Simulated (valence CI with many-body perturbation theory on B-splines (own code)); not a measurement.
**Ta²⁺: calculated level list**

Computed by configuration interaction combined with many-body perturbation theory (CI+MBPT): three valence electrons over a frozen Dirac-Fock core [Xe] 4f14, radial functions for each j: 7 s, 7 p, 8 d, 6 f, 4 g, 1 h, with the one-electron correlation potential Σ1 (screened to all orders), the two-electron term Σ2, the three-electron term Σ3, Breit, model QED; selected single and double excitations, second order for the rest, scaled by the run's own slope (own B-spline code, finite nucleus).

No measured levels were compared; by estimate terms of the open shell hold to 2 to 4 % of their energy, and close levels can change places; different configurations can be misplaced against each other by 1,000 to 8,000 cm⁻¹. Only levels of the ground parity were solved; by the run's estimate the other parity begins above the list, which can be wrong where configurations are misplaced.

Levels 1 to 31 of 31, with energies above the lowest level, 5d³ ⁴F_3/2. "Leading %" is the weight of the configuration and term that name the level; weights of strongly mixed levels are sums over their largest components and can fall short, so below about 35 % the name and the second component can differ from the true leading terms, or belong to a minority configuration. In the jj column 3d3/2^4 stands for four electrons in 3d with j = 3/2.

```tsv
No.	Configuration	Term	J	E (eV)	Leading %	Leading jj	g
1	5d³	⁴F	3/2	0.0000	88	5d3/2^3 (63 %)	0.455
2	5d³	⁴F	5/2	0.2975	96	5d3/2^2 5d5/2 (87 %)	1.035
3	5d³	⁴F	7/2	0.5859	93	5d3/2 5d5/2^2 (58 %)	1.218
4	5d²6s	⁴F	3/2	0.8243	46	5d3/2^2 6s (58 %)	0.768
5	5d³	⁴F	9/2	0.8329	79	5d3/2 5d5/2^2 (46 %)	1.285
6	5d²6s	⁴F	3/2	0.9891	45	5d3/2^2 5d5/2 (35 %)	0.927
7	5d³	²P	1/2	1.049	60	5d3/2^2 5d5/2 (79 %)	1.162
8	5d²6s	⁴F	5/2	1.070	79	5d3/2^2 6s (65 %)	1.038
9	5d³	²G	7/2	1.406	64	5d3/2 5d5/2^2 (42 %)	0.990
10	5d²6s	⁴F	7/2	1.481	73	5d3/2 5d5/2 6s (67 %)	1.156
11	5d³	²H	9/2	1.561	40	5d3/2^2 5d5/2 (52 %)	1.072
12	5d³	²D	5/2	1.614	29	5d3/2 5d5/2^2 (45 %)	1.277
13	5d³	⁴P	1/2	1.630	75	5d3/2 5d5/2^2 (79 %)	2.175
14	5d³	⁴P	3/2	1.643	45	5d3/2 5d5/2^2 (66 %)	1.199
15	5d³	⁴P	5/2	1.844	66	5d3/2 5d5/2^2 (49 %)	1.424
16	5d²6s	⁴F	9/2	1.856	92	5d5/2^2 6s (62 %)	1.307
17	5d³	²P	3/2	2.019	32	5d5/2^3 (58 %)	1.333
18	5d²6s	²F	5/2	2.074	53	5d3/2 5d5/2 6s (51 %)	0.960
19	5d³	²H	11/2	2.203	99	5d3/2 5d5/2^2 (99 %)	1.091
20	5d³	²H	9/2	2.241	52	5d5/2^3 (53 %)	1.020
21	5d²6s	⁴P	1/2	2.335	96	5d3/2^2 6s (53 %)	2.642
22	5d²6s	²F	7/2	2.344	49	5d3/2 5d5/2^2 (33 %)	1.135
23	5d²6s	⁴P	3/2	2.539	94	5d3/2 5d5/2 6s (88 %)	1.698
24	5d²6s	⁴P	5/2	2.684	78	5d3/2 5d5/2 6s (52 %)	1.517
25	5d²6s	²D	3/2	3.142	47	5d3/2 5d5/2 6s (31 %)	0.839
26	5d²6s	²D	5/2	3.375	38	5d5/2^2 6s (44 %)	1.192
27	5d³	²F	5/2	3.487	41	5d3/2^2 5d5/2 (43 %)	0.990
28	5d²6s	²G	7/2	3.541	70	5d3/2 5d5/2 6s (67 %)	0.941
29	5d²6s	²G	9/2	3.596	85	5d3/2 5d5/2 6s (58 %)	1.115
30	5d6s²	²D	3/2	3.771	45	5d3/2 6s^2 (45 %)	0.809
31	5d²6s	²F	7/2	3.808	42	5d5/2^2 6s (54 %)	1.098
```

Names give the largest LS component (configuration and term), which can be under half, so a name can repeat, a term be missing and a line seem to break the LS rules; names also repeat where a configuration has a term twice.

Where two levels of one J and parity lie close, their mixing, g and order are uncertain.

The ionisation energy to 5d² ³F2 of the next ion comes out as 24.074 eV (NIST: 23.1 ± 1.6 eV (theoretical)). All 31 levels together are meant to be complete up to 3.963 eV.
